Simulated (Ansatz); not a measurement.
| atom | x (Å) | y (Å) | z (Å) |
| --- | --- | --- | --- |
| P | 0.0000 | 0.0000 | 0.0000 |
| S | 0.0000 | 0.0000 | 1.8980 |

Basis set: cc-pV(T+d)Z (spherical functions). Correlated methods keep 10 orbitals frozen. Correlation on ROHF uses semicanonical orbitals with singles. Charge 0, multiplicity 2.

Computed with Ansatz (development build ahead of 0.2.0); the reference of a correlated method needn't be the lowest determinant of its kind.

Task: Give the atomization energy at this shape (free ground-state atoms in the same class of orbitals less the molecule, no zero-point energy) of doublet PS by ROHF-CCSD(T), ROHF-CCSD, UHF-CCSD(T).

Result:

```csv
method,atomization energy
ROHF-CCSD(T),4.09 eV
ROHF-CCSD,3.78 eV
UHF-CCSD(T),4.06 eV
```

Caution: large share of triples, a single reference is doubtful; the reference determinant was not shown to be the lowest. Caution for UHF-CCSD(T): the unrestricted determinant is spin contaminated.
